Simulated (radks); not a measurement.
Neutral sulfur inside a hard spherical wall (all orbitals vanish at R), configuration held at [Ne] 3s2 3p4 and not refilled when levels cross. Method: scalar-relativistic Kohn-Sham, LDA (Slater exchange, VWN5 correlation), spin-unpolarised, spherical densities, point nucleus; computed with a radial shooting solver on a logarithmic mesh with Libxc functionals. Eigenvalues in eV, with the zero of energy where the potential of the charges vanishes at infinity; a dash marks a level that is unbound or too diffuse for the functional's potential to be trusted. A positive occupied level is held by the wall or, in an anion where self-interaction has pushed it up, behind a barrier. The pressure on the wall is -dE/dV.

R (bohr)  E (hartree)  kinetic (hartree)    e(2s)    e(2p)    e(3s)   e(3p)  e(4s, empty)  e(4p, empty)  pressure (GPa)
free       -397.83748            399.015  -210.80  -156.52  -17.283  -7.108        -0.346             -               0
8          -397.83691            399.021  -210.74  -156.46  -17.243  -7.069         1.036         3.413          0.0301
7          -397.83506            399.037  -210.62  -156.34  -17.153  -6.977         2.089         5.065           0.168
6          -397.82709            399.094  -210.24  -155.96  -16.878  -6.688         4.233         8.111           0.990
5          -397.79172            399.309  -209.07  -154.77  -16.072  -5.797         9.030        14.270            6.45
3.5        -397.35581            401.301  -201.51  -147.12  -10.785   0.384        34.065        42.463             152
2          -390.58971            421.448  -161.24  -105.82   34.764  50.752        199.17        205.94            8700
